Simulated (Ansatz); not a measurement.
Diphenyliodonium chloride, `[Cl-].c1ccc([I+]c2ccccc2)cc1`. Charge 0, multiplicity 1. Geometry r2SCAN-D4/def2-SVP.

```xyz
24

Cl   -0.4287   -1.0650    1.8771
C     0.5560    4.1624    2.5349
C     0.0821    4.2334    1.2233
C     0.0119    3.0733    0.4377
C     0.4265    1.8734    1.0052
I     0.5143    0.1968   -0.4477
C    -0.1507   -1.7699   -1.2483
C    -0.6484   -1.6802   -2.5439
C    -0.9454   -2.8733   -3.2193
C    -0.7431   -4.1030   -2.5888
C    -0.2449   -4.1524   -1.2818
C     0.0509   -2.9730   -0.5873
C     0.8897    1.7647    2.3099
C     0.9611    2.9356    3.0735
H     0.6033    5.0678    3.1466
H    -0.2485    5.1879    0.8030
H    -0.3628    3.1209   -0.5898
H    -0.8102   -0.7126   -3.0301
H    -1.3472   -2.8296   -4.2361
H    -0.9829   -5.0310   -3.1157
H    -0.0857   -5.1164   -0.7890
H     0.4065   -2.9806    0.4460
H     1.1623    0.7896    2.7198
H     1.3334    2.8813    4.1011
```

In the def2 sets I takes a core potential, while STO-3G treats all electrons; there is no spin–orbit coupling. The restricted singlet is unstable towards broken spin symmetry in Hartree–Fock (as tested in another run); at HF/STO-3G this wasn't settled.

Q: Estimate the orbital energies around the gap (eV) in Ansatz with HF/STO-3G, PBE-D4/def2-SVP, PBE-D4/def2-TZVP, r2SCAN-D4/def2-TZVP, PBE0-D4/def2-SVP.

A: 
```
orbital  HF/STO-3G  PBE-D4/def2-SVP  PBE-D4/def2-TZVP  r2SCAN-D4/def2-TZVP  PBE0-D4/def2-SVP
 HOMO−9     -11.54            -8.49             -8.54                -8.86             -9.94
 HOMO−8     -10.53            -8.35             -8.44                -8.77             -9.66
 HOMO−7      -9.93            -7.55             -7.65                -7.97             -8.88
 HOMO−6      -8.40            -6.80             -6.90                -7.12             -7.93
 HOMO−5      -8.16            -6.65             -6.74                -6.95             -7.72
 HOMO−4      -8.13            -6.62             -6.71                -6.92             -7.68
 HOMO−3      -7.87            -6.35             -6.43                -6.64             -7.43
 HOMO−2      -6.69            -5.60             -5.86                -6.13             -6.88
 HOMO−1      -6.59            -5.54             -5.77                -6.01             -6.79
   HOMO      -5.26            -5.50             -5.72                -5.91             -6.54
   LUMO       3.46            -3.89             -4.00                -4.00             -3.31
 LUMO+1       6.37            -1.73             -1.88                -1.74             -0.92
 LUMO+2       6.64            -1.44             -1.61                -1.45             -0.57
 LUMO+3       6.68            -1.42             -1.58                -1.42             -0.54
 LUMO+4       6.81            -1.24             -1.42                -1.25             -0.36
 LUMO+5       8.55            -0.29             -0.51                -0.25              0.61
```
